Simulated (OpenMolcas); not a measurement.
Ta3+: effect of the active space

- Program: OpenMolcas 26.06
- Method: CASSCF
- Basis: ANO-R1
- Scalar Hamiltonian: X2C, finite nucleus
- Spin-orbit coupling: state interaction with AMFI integrals over the reference wave functions, term energies averaged over their components

A. 2 electrons in 5 orbitals (5d); 2S+1 = 3 even, 10 roots; 2S+1 = 1 even, 15 roots; cost roughly 7 core-seconds
B. 2 electrons in 10 orbitals (5d 6d); 2S+1 = 3 even, 10 roots; 2S+1 = 1 even, 14 roots kept (CI in the orbitals of an earlier block); cost about 9 core-seconds

Energies in cm-1 above 5d2 3F2.

```csv
Level,A,B
5d2 3F2,0.0,0.0
5d2 3F3,4777,4802
5d2 3F4,9246,9284
5d2 3P0,13020,14298
5d2 1D2 [57 %],13657,13634
5d2 3P1,15561,15536
5d2 3P2 [62 %],20852,20790
5d2 1G4,20969,20912
```

The spin-orbit steps hold different terms of 5d2 (B lacks 1S), which shifts levels as well.

Between A and B the level of the table that moves most is 5d2 3P0, by 1300 cm-1 (lowest in A, highest in B).

Without dynamic correlation excited terms often stand tens of per cent too high (terms of higher spin than the ground term too low), and those without a measured partner can miss by more than the paired ones. The basis is small and was not contracted for so high a charge. Terms from blocks run as CI alone lack orbitals of their own (holds for B). Active for correlation alone: 6d; no level in the range computed is led by a configuration that fills it, so any true level of that kind is missing (holds for B). Only configurations of the active space appear. The table leaves out levels that lie high or whose names do not pair safely across all columns.

A share in square brackets marks a mixed level and gives the weight of the term that names it, the lowest over the columns.
